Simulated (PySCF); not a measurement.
PySCF input file for C₃H₅FSi, SMILES FC=C=C[SiH3], TDDFT-ωB97X/def2-SVPD. Coordinates come from a B3LYP-D3(BJ)/def2-SVP optimisation. The structure was generated by enumeration, and PubChem lists no compound with its InChIKey, so it may never have been made.

```python
import numpy as np
from pyscf import gto, scf, dft, tdscf

mol = gto.M(
    atom='''
    F     2.67980108    0.10907236   -0.61424644
    C     1.63358348    0.89107833   -0.28962712
    C     0.57112419    0.44294320    0.33593598
    C    -0.52669034    0.02056152    0.91540414
    Si   -2.01029831   -0.62164345   -0.05415636
    H     1.76461798    1.93484759   -0.59215073
    H    -0.58211078    0.03544702    2.01529439
    H    -3.21518537    0.19724260    0.27083527
    H    -2.29251123   -2.03494083    0.33237396
    H    -1.71694816   -0.53873766   -1.51022407
    ''',
    basis='def2-SVPD',
    charge=0,
    spin=0,
    max_memory=1600,
    verbose=4,
)
mf = dft.RKS(mol, xc='wb97x').density_fit(auxbasis='def2-universal-jkfit')
mf.grids.level = 3
mf.conv_tol = 1e-9
mf.max_cycle = 100
mf.kernel()
mf.grids = dft.Grids(mol).set(level=1).build(with_non0tab=True)  # coarser grid for the response kernel
td = tdscf.TDDFT(mf)
td.singlet = True
td.nstates = 10
td.conv_tol = 1e-4
td.positive_eig_threshold = 1e-6
td.kernel(x0=td.get_init_guess(mf, 15))
td.analyze()
tt = tdscf.TDA(mf)
tt.singlet = False
tt.nstates = 4
tt.conv_tol = 1e-4
tt.positive_eig_threshold = 1e-6
tt.kernel(x0=tt.get_init_guess(mf, 9))
tt.analyze(verbose=3)
```

It prints:

```
PySCF version 2.14.0

[INPUT] verbose = 4
[INPUT] num. atoms = 10
[INPUT] num. electrons = 46
[INPUT] charge = 0
[INPUT] spin (= nelec alpha-beta = 2S) = 0
[INPUT] symmetry False subgroup None
[INPUT] Mole.unit = angstrom
[INPUT] Symbol           X                Y                Z      unit          X                Y                Z       unit  Magmom
[INPUT]  1 F      2.679801080000   0.109072360000  -0.614246440000 AA    5.064090109514   0.206116888160  -1.160757544589 Bohr   0.0
[INPUT]  2 C      1.633583480000   0.891078330000  -0.289627120000 AA    3.087025378814   1.683893999235  -0.547315935047 Bohr   0.0
[INPUT]  3 C      0.571124190000   0.442943200000   0.335935980000 AA    1.079268302214   0.837041336738   0.634826997587 Bohr   0.0
[INPUT]  4 C     -0.526690340000   0.020561520000   0.915404140000 AA   -0.995300495054   0.038855641505   1.729863117893 Bohr   0.0
[INPUT]  5 Si    -2.010298310000  -0.621643450000  -0.054156360000 AA   -3.798913234576  -1.174735867630  -0.102340688303 Bohr   0.0
[INPUT]  6 H      1.764617980000   1.934847590000  -0.592150730000 AA    3.334644696683   3.656332037875  -1.119002704161 Bohr   0.0
[INPUT]  7 H     -0.582110780000   0.035447020000   2.015294390000 AA   -1.100029948357   0.066985159732   3.808354457472 Bohr   0.0
[INPUT]  8 H     -3.215185370000   0.197242600000   0.270835270000 AA   -6.075819789008   0.372734494097   0.511804485173 Bohr   0.0
[INPUT]  9 H     -2.292511230000  -2.034940830000   0.332373960000 AA   -4.332218362190  -3.845480848395   0.628095755337 Bohr   0.0
[INPUT] 10 H     -1.716948160000  -0.538737660000  -1.510224070000 AA   -3.244561792476  -1.018066630389  -2.853909879026 Bohr   0.0

nuclear repulsion = 188.458359617165
number of shells = 63
number of NR pGTOs = 215
number of NR cGTOs = 147
basis = def2-SVPD
ecp = {}


[settings echo left out]
init E= -506.696104507103
  HOMO = -0.249388088298604  LUMO = -0.055155112216247  gap/eV = 5.28535
cycle= 1 E= -506.229303028703  delta_E= 0.467  |g|= 0.447  |ddm|= 5.08
  HOMO = -0.3597095654177  LUMO = 0.0280707413385084  gap/eV = 10.55204
cycle= 2 E= -506.245703946428  delta_E= -0.0164  |g|= 0.433  |ddm|= 0.873
  HOMO = -0.358602462058026  LUMO = 0.0319218894206634  gap/eV = 10.62671
cycle= 3 E= -506.275672698932  delta_E= -0.03  |g|= 0.0503  |ddm|= 0.398
  HOMO = -0.355695247716771  LUMO = 0.0371563558057129  gap/eV = 10.69004
cycle= 4 E= -506.276266214594  delta_E= -0.000594  |g|= 0.0184  |ddm|= 0.161
  HOMO = -0.356127642383414  LUMO = 0.038233837871251  gap/eV = 10.73112
cycle= 5 E= -506.276349951887  delta_E= -8.37e-05  |g|= 0.00797  |ddm|= 0.0473
  HOMO = -0.356606582297855  LUMO = 0.0376228760300701  gap/eV = 10.72753
cycle= 6 E= -506.276365929528  delta_E= -1.6e-05  |g|= 0.000823  |ddm|= 0.017
  HOMO = -0.356448578743166  LUMO = 0.0378209126257061  gap/eV = 10.72862
cycle= 7 E= -506.276366407308  delta_E= -4.78e-07  |g|= 0.000299  |ddm|= 0.00558
  HOMO = -0.356520954340474  LUMO = 0.0377597359713846  gap/eV = 10.72892
cycle= 8 E= -506.276366451407  delta_E= -4.41e-08  |g|= 7.52e-05  |ddm|= 0.00136
  HOMO = -0.356511041063416  LUMO = 0.0377740230164334  gap/eV = 10.72904
cycle= 9 E= -506.276366454495  delta_E= -3.09e-09  |g|= 3.25e-05  |ddm|= 0.000336
  HOMO = -0.3565083196387  LUMO = 0.0377725583338764  gap/eV = 10.72893
cycle= 10 E= -506.276366454825  delta_E= -3.3e-10  |g|= 1.08e-05  |ddm|= 8.61e-05
  HOMO = -0.356510449685133  LUMO = 0.0377720689486933  gap/eV = 10.72897
Extra cycle  E= -506.276366454855  delta_E= -2.98e-11  |g|= 1.07e-05  |ddm|= 4.63e-05
converged SCF energy = -506.276366454855
tot grids = 39616
Overwritten attributes  positive_eig_threshold  of <class 'pyscf.tdscf.rks.TDDFT'>


******** <class 'pyscf.tdscf.rks.TDDFT'> for <class 'pyscf.df.df_jk.DFRKS'> ********
nstates = 10 singlet
deg_eia_thresh = 1.000e-03
wfnsym = None
conv_tol = 0.0001
eigh lindep = 1e-12
eigh level_shift = 0
eigh max_cycle = 100


Excitation energies (eV)
[4.58028251 6.96634073 7.06868039 7.2639701  7.58048723 8.05383802
 8.34897995 8.51500353 8.56221988 8.64742103]

** Singlet excitation energies and oscillator strengths **
Excited State   1:      4.58028 eV    270.69 nm  f=0.0009
      23 -> 24        0.69599
Excited State   2:      6.96634 eV    177.98 nm  f=0.0474
      22 -> 24        0.58030
      23 -> 25       -0.28292
      23 -> 26       -0.17221
      23 -> 27        0.17748
Excited State   3:      7.06868 eV    175.40 nm  f=0.0016
      20 -> 27        0.10001
      22 -> 25        0.40709
      22 -> 26        0.42100
      22 -> 27       -0.33670
Excited State   4:      7.26397 eV    170.68 nm  f=0.0075
      23 -> 25       -0.36895
      23 -> 26        0.52214
      23 -> 28        0.15369
      23 -> 30        0.18113
Excited State   5:      7.58049 eV    163.56 nm  f=1.2754
      22 -> 24        0.36184
      23 -> 25        0.39194
      23 -> 26        0.32932
      23 -> 27       -0.26333
Excited State   6:      8.05384 eV    153.94 nm  f=0.0353
      19 -> 24       -0.11337
      22 -> 25       -0.41904
      22 -> 26        0.50149
      22 -> 27        0.12473
Excited State   7:      8.34898 eV    148.50 nm  f=0.0033
      18 -> 24       -0.19478
      19 -> 24        0.47822
      21 -> 24        0.40757
      23 -> 30        0.11508
Excited State   8:      8.51500 eV    145.61 nm  f=0.0138
      23 -> 26        0.12520
      23 -> 28       -0.42614
      23 -> 29        0.45564
      23 -> 30       -0.13397
      23 -> 32        0.13985
Excited State   9:      8.56222 eV    144.80 nm  f=0.0177
      19 -> 28       -0.10164
      23 -> 25        0.12298
      23 -> 27        0.20260
      23 -> 28        0.45739
      23 -> 29        0.39805
      23 -> 32        0.11695
Excited State  10:      8.64742 eV    143.38 nm  f=0.0233
      19 -> 24        0.20126
      21 -> 24       -0.40059
      23 -> 27       -0.10833
      23 -> 29        0.10040
      23 -> 30        0.44788
      23 -> 31        0.10171

** Transition electric dipole moments (AU) **
state          X           Y           Z        Dip. S.      Osc.
  1         0.0128      0.0585      0.0634      0.0076      0.0009
  2        -0.5005     -0.1589      0.0449      0.2778      0.0474
  3        -0.0617      0.0710      0.0206      0.0093      0.0016
  4        -0.0754     -0.0308      0.1888      0.0423      0.0075
  5        -2.3613     -0.9218      0.6644      6.8672      1.2754
  6         0.2556      0.3259     -0.0864      0.1790      0.0353
  7         0.0915      0.0705      0.0520      0.0161      0.0033
  8        -0.1618     -0.0464     -0.1939      0.0659      0.0138
  9        -0.2621     -0.0680      0.1052      0.0844      0.0177
 10         0.1351      0.0092      0.3027      0.1100      0.0233

** Transition velocity dipole moments (imaginary part, AU) **
state          X           Y           Z        Dip. S.      Osc.
  1         0.0010      0.0102      0.0091      0.0002      0.0007
  2        -0.1279     -0.0390      0.0128      0.0180      0.0470
  3        -0.0146      0.0164      0.0060      0.0005      0.0013
  4        -0.0166     -0.0074      0.0592      0.0038      0.0096
  5        -0.6543     -0.2535      0.1794      0.5246      1.2553
  6         0.0709      0.1048     -0.0245      0.0166      0.0374
  7         0.0277      0.0228      0.0173      0.0016      0.0034
  8        -0.0565     -0.0172     -0.0646      0.0077      0.0163
  9        -0.0776     -0.0194      0.0302      0.0073      0.0155
 10         0.0470      0.0042      0.1049      0.0132      0.0278

** Transition magnetic dipole moments (imaginary part, AU) **
state          X           Y           Z
  1        -0.7355     -0.3850      0.5061
  2        -0.1354      0.3554     -0.0934
  3        -0.4661     -0.0014      0.1411
  4        -0.4322      0.7969      0.0058
  5        -0.4822      1.1341     -0.4597
  6         0.7198      0.0540     -0.7947
  7        -0.0401     -0.1216     -0.3392
  8        -0.3059      0.3224     -0.0144
  9        -0.0598     -0.3342     -0.0402
 10        -0.1100     -0.2027      0.0903
Overwritten attributes  positive_eig_threshold  of <class 'pyscf.tdscf.rks.TDA'>


******** <class 'pyscf.tdscf.rks.TDA'> for <class 'pyscf.df.df_jk.DFRKS'> ********
nstates = 4 triplet
deg_eia_thresh = 1.000e-03
wfnsym = None
conv_tol = 0.0001
eigh lindep = 1e-12
eigh level_shift = 0
eigh max_cycle = 100


Excitation energies (eV)
[4.20073621 4.30805952 4.66926875 6.76824595]

** Triplet excitation energies and oscillator strengths **
Excited State   1:      4.20074 eV    295.15 nm  f=0.0000
Excited State   2:      4.30806 eV    287.80 nm  f=0.0000
Excited State   3:      4.66927 eV    265.53 nm  f=0.0000
Excited State   4:      6.76825 eV    183.19 nm  f=0.0000
```

The run converged.

Cost: about 6 core-minutes (a rough figure).
